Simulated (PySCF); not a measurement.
Radial density of Pt(35+) (platinum, charge +35)

UHF, [Kr] 4d7, high-spin 4F determinant. All numbers are calculated (PySCF 2.14, no relativity, point nucleus, in an even-tempered Gaussian basis (18 s from 3.2 bohr⁻², ratio 2.5; 12 p from 4.1 bohr⁻², ratio 2.5; 9 d from 4.1 bohr⁻², ratio 2.5; 4 f from 21 bohr⁻², ratio 2.7; 3 g from 31 bohr⁻², ratio 2.7)).

```
r (bohr)  4πr²ρ (e/bohr)  4πr²(ρα − ρβ)
0.000297          0.3602         0.0000
0.000499          0.9874         0.0000
0.000840           2.649         0.0000
 0.00141           6.855        -0.0001
 0.00238           16.69        -0.0001
 0.00400           36.70        -0.0003
 0.00672           68.14        -0.0005
  0.0113           96.54         0.0000
  0.0190           96.73         0.0102
  0.0320           98.46         0.1262
  0.0538           138.7         0.9682
  0.0905           117.4         3.3815
   0.152           127.4         1.9775
   0.256           56.30         2.5243
   0.431           50.32         9.2434
   0.725           3.654         0.6822
    1.22        0.007801         0.0017
```

A non-relativistic calculation at this Z misses sizeable relativistic shifts. Spin-orbit coupling is strong in this species (close to jj coupling), so the high-spin LS determinant is a model state, not a physical level.
